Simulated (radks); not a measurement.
Ionisation of the ruthenium ion Ru2+, [Kr] 4d6, to [Kr] 4d5 as the strength of local exchange is varied. Method: scalar-relativistic Kohn-Sham, Slater X-alpha exchange (alpha = 2/3 is LDA exchange), no correlation, spin-polarised, spherical densities, finite nucleus; open shells are filled with parallel spins first (spin-orbit coupling, left out, can overturn this in heavy ions); Fermi nuclear charge, rms radius 4.4809 fm; computed with a radial shooting solver on a logarithmic mesh with Libxc functionals.

alpha  E(Ru2+) (hartree)  exchange (hartree)  IE (eV)  -e of the level emptied (eV)  <r> of it (bohr)
0.643        -4516.92597          -119.78790   26.548                   20.606 (4d)             1.563
0.648        -4517.85917          -120.74374   26.618                   20.671 (4d)             1.561
0.667        -4521.40707          -124.37934   26.888                   20.923 (4d)             1.554
0.826        -4551.20396          -155.01520   29.241                   23.126 (4d)             1.499
0.845        -4554.77731          -158.70133   29.534                   23.402 (4d)             1.492
0.881        -4561.55533          -165.70033   30.094                   23.931 (4d)             1.480
0.973        -4578.92114          -183.67434   31.565                   25.324 (4d)             1.451

NIST Atomic Spectra Database: 28.470 eV (semi-empirical). The Delta-SCF value meets it near alpha = 0.77. Open shells are spherical and high-spin; term and fine-structure splittings are not resolved.
